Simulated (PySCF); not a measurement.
Numbering as in the mapped SMILES `[CH3:1][CH2:2][C:3]1=[CH:4][SiH2:5][CH:6]=[CH:7][O:8]1` (H(Xn): hydrogen on atom n).

PySCF 2.14.0 with density-fitted response routines calculation with shielding tensors at PBE0/pcSseg-1 (GIAO) and geometry from GFN2-xTB; non-relativistic, no solvent, fast rotation and ring inversion assumed for equivalent nuclei, one conformer.

δ = σ(ref) − σ, references computed at the same level: 13C, 1H, 29Si against TMS; 17O against H2O.

```tsv
atoms	nucleus	count	Hirshfeld charge	δ (ppm)
H(C7)	1H	1	0.06	?
H(C6)	1H	1	0.05	5.10
C6	13C	1	-0.18	97.6
H(Si5)	1H	2	-0.09	4.90
C3	13C	1	0.09	176.0
C1	13C	1	-0.12	?
H(C1)	1H	3	0.04	1.21
H(C4)	1H	1	0.04	?
H(C2)	1H	2	0.05	2.22
Si5	29Si	1	0.32	-82.0
C4	13C	1	-0.19	93.0
C7	13C	1	0.04	161.5
O8	17O	1	-0.07	215.7
C2	13C	1	-0.07	?
```

Q: Estimate the values marked ?.

A: 
- C2: 38.6 ppm, allylic sp3 CH2; aliphatic region, no heteroatom directly attached
- C1: 16.8 ppm, methyl carbon; a saturated carbon with 1 carbon neighbour and no heteroatom attached
- H(C7): 7.33 ppm, hydrogen on an alkene carbon bearing oxygen; olefinic region
- H(C4): 4.96 ppm, hydrogen on a β carbon of an enol-ether or enamine type C=C; lone-pair donation from O or N shields it, upfield of ordinary alkene protons

Shifts are as computed. Against solution values, carbons near 30 ppm lie about +3 ppm off and those near 130 ppm about +5 ppm. Of 1211 compounds with measured shifts, 218 miss one by over three times the rms of a fit or turn the order of signals round; such compounds aren't used in these exercises. Experimental scales use liquid or dissolved standards, which lie at an offset from isolated H2O (liquid H2O: subtract about 36 ppm).
